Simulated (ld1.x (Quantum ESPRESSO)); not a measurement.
**Cr (Z = 24), RRKJ: configuration errors across variants**

```json
{
 "Element": "chromium",
 "Generator": "ld1.x (Quantum ESPRESSO) 7.5",
 "Type": "norm-conserving RRKJ (Kleinman–Bylander form)",
 "Functional": "revPBE",
 "Relativity": "scalar-relativistic",
 "Frozen core": "[Ar]",
 "Valence charge": "6",
 "Reference configuration": "3d5 4s1 4p0",
 "Partial waves": "4s (bound): rc 2.50 bohr; 4p (bound, empty): rc 4.00 bohr; 3d (bound): rc 1.50 bohr; 4f channel at 0.05 Ry: rc 4.15 bohr",
 "Local potential": "all-electron potential smoothed inside 2.70 bohr (lloc = -1)",
 "Core correction": "none",
 "rho0": "0.01"
}
```

All-electron excitation energies from the reference (eV): (1) 3d5 4s0 4p0 6.787; (2) 3d4 4s0 4p0 22.725; (3) 3d3 4s0 4p0 53.372; (4) 3d4 4s2 4p0 -0.095; (5) 3d4 4s1 4p0 7.911; (6) 3d6 4s0 4p0 1.714; (7) 3d5 4s0.5 4p0 2.660.

3 further variants failed, have other tests or another functional or relativity, and are left out.

A true bound ghost makes a file unfit for plane-wave use even where its test errors are small: the radial tests pick states by their node count and pass the ghost by.

Errors AE − PS in meV (a dash: test not solved or not reliable):

| change | (1) | (2) | (3) | (4) | (5) | (6) | (7) | bound ghosts |
| --- | --- | --- | --- | --- | --- | --- | --- | --- |
| base | +25 | +15 | -454 | -76 | -61 | -44 | +2.3 | none |
| wave 3d (bound): rc 1.50 bohr becomes 3d (bound): rc 1.66 bohr | +28 | +15 | -374 | -60 | -53 | -40 | +2.9 | none |
| core correction a·sin(br)/r model core inside 0.68 bohr | -13 | -166 | -1121 | -120 | -96 | -61 | -3.3 | none |
| wave 4p (bound): rc 4.00 bohr becomes 4p (bound): rc 3.50 bohr | +25 | +15 | -454 | -76 | -61 | -44 | +2.3 | none |

(1) Give the same row for: local potential the p channel.

Answers

(1) +24, -143, -977, -191, -239, -85, +1.4; bound ghosts: s.
